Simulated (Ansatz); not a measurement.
KO, multiplicity 2 (lowest of 2S+1 = 2, 4 at CCSD(T)/def2-TZVPP on PBE0 minima; our sources give no spin for the ground state, which may be another), most abundant isotopes (15.9949 and 38.9637 u). Constants from fifth-degree fits in 1/R to seven points on the lowest solution found; no spin–orbit coupling, no relativity up to Kr; ω_e x_e and α_e move by some per cent with the fit.

Correlated levels freeze the inner cores; with def2 sets outer-core shells near the valence are correlated too.

Programs: Ansatz (a quantum-chemistry and plane-wave program). Each number belongs to the level named beside it.

Total energies (hartree; each atom in its lowest state at that level) and vibrational constants (cm⁻¹):

| level | E(KO) at r_e | E(O) | E(K) | ω_e | ω_e x_e |
|---|---|---|---|---|---|
| PBE/def2-TZVPP | -674.807592 | -75.009672 | -599.690799 | 414 | 2.3 |
| B3LYP/def2-TZVPP | -675.122484 | -75.096275 | -599.925207 | 421 | 2.4 |
| wB97M-V/def2-TZVPP | -675.061079 | -75.077171 | -599.879272 | 425 | 2.3 |
| CCSD(T)/def2-QZVPP | -674.491575 | -74.994067 | -599.397939 | 420 | 2.4 |

**Question.** Work out D_e and D₀ in eV.

**Answer.** 
D_e = E(O) + E(K) − E(molecule), times 27.2114 eV; D₀ = D_e − (ω_e/2 − ω_e x_e/4)/8065.54.
- PBE/def2-TZVPP: D_e = 2.915, zero point 0.026, D₀ = 2.889 eV
- B3LYP/def2-TZVPP: D_e = 2.748, zero point 0.026, D₀ = 2.722 eV
- wB97M-V/def2-TZVPP: D_e = 2.847, zero point 0.026, D₀ = 2.821 eV
- CCSD(T)/def2-QZVPP: D_e = 2.709, zero point 0.026, D₀ = 2.683 eV
No counterpoise correction is made.
